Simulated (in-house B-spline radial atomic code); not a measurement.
Pr4+: [Kr] 4d10 4f1 5s2 5p5 6g1 (an excited or competing configuration)

Computed with an all-electron radial atomic-structure program (B-spline basis): Dirac-Hartree-Fock, average of configuration, Fermi nucleus of rms radius 4.8919 fm.

Z_r = [3n² - l(l+1)]/(2<r>); Z_e = n√(-2ε); the last column is Slater's effective charge. Values are occupation-weighted means over j. An effective charge above Z reflects the relativistic contraction of the inner shells.

```
shell  electrons   ε (eV)  <r> (bohr)    Z_r    Z_e  Slater
   1s          2   -42293     0.02409  62.27  55.75   58.70
   2s          2  -6967.9      0.1025  58.55  45.26   54.85
   2p          6    -6249     0.09033  55.35  42.86   54.85
   3s          2  -1602.8      0.2709  49.84  32.56   47.75
   3p          6  -1368.2       0.269  46.46  30.08   47.75
   3d         10  -1031.3      0.2469  42.53  26.12   37.85
   4s          2  -390.38      0.6188  38.79  21.43   31.25
   4p          6  -309.96      0.6539  35.17  19.09   31.25
   4d         10  -189.76      0.7162  29.32  14.94   19.85
   5s          2  -100.98       1.423  26.35  13.62   12.75
   5p          5  -77.313        1.58  23.09  11.92   12.75
   4f          1  -70.856       0.891  20.20   9.13   13.00
   6g          1  -9.5268       8.659   5.08   5.02       -
```

The least bound orbital is 6g7/2 at -9.526 eV, and it is also the most diffuse (<r> = 8.659 bohr).

Spin-orbit splittings of the orbital energies (j = l + 1/2 above j = l - 1/2 when positive): 2p 483.7 eV, 3p 98 eV, 3d 20.81 eV, 4p 21.59 eV, 4d 3.878 eV, 5p 3.831 eV, 4f 0.3922 eV, 6g -0.001069 eV.

For the 1s electron the small component carries 4.78 % of the norm, the zero-frequency Breit interaction raises the level by 115.8 eV, self-energy by 67.9 eV, and vacuum polarisation lowers it by 10.27 eV.
